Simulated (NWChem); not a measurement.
Molecule: C₂H₄Cl₂Si; SMILES [SiH3]C=C(Cl)Cl

```xyz
9

Si     0.4013    -2.3134     0.0000
C      0.9780    -0.5280     0.0000
C      0.1503     0.5209     0.0000
Cl    -1.5695     0.3460     0.0000
Cl     0.6790     2.1619     0.0000
H     -0.4149    -2.6074    -1.2155
H     -0.4149    -2.6074     1.2155
H      1.6145    -3.1830     0.0000
H      2.0474    -0.2944     0.0000
```
Atoms are numbered in this order, from 1.

All runs use the structure optimised with PBE0/def2-SVP.

### Question
Give the principal values of the shielding tensors (ppm) of Si1, C2, C3, Cl4, Cl5 from PBE/pcSseg-1, GIAO (NWChem), with their diamagnetic and paramagnetic parts as GIAO splits them.

### Answer
```json
[
 {"atom": "Si1", "σ11": "399.2", "σ22": "403.5", "σ33": "454.7", "isotropic": "419.2", "diamagnetic": "880.9", "paramagnetic": "-461.7"},
 {"atom": "C2", "σ11": "-35.0", "σ22": "77.9", "σ33": "133.7", "isotropic": "58.9", "diamagnetic": "256.9", "paramagnetic": "-198.0"},
 {"atom": "C3", "σ11": "-70.4", "σ22": "57.4", "σ33": "88.8", "isotropic": "25.2", "diamagnetic": "257.8", "paramagnetic": "-232.5"},
 {"atom": "Cl4", "σ11": "337.1", "σ22": "388.1", "σ33": "877.3", "isotropic": "534.2", "diamagnetic": "1146.4", "paramagnetic": "-612.2"},
 {"atom": "Cl5", "σ11": "298.7", "σ22": "303.8", "σ33": "920.8", "isotropic": "507.7", "diamagnetic": "1146.4", "paramagnetic": "-638.7"}
]
```
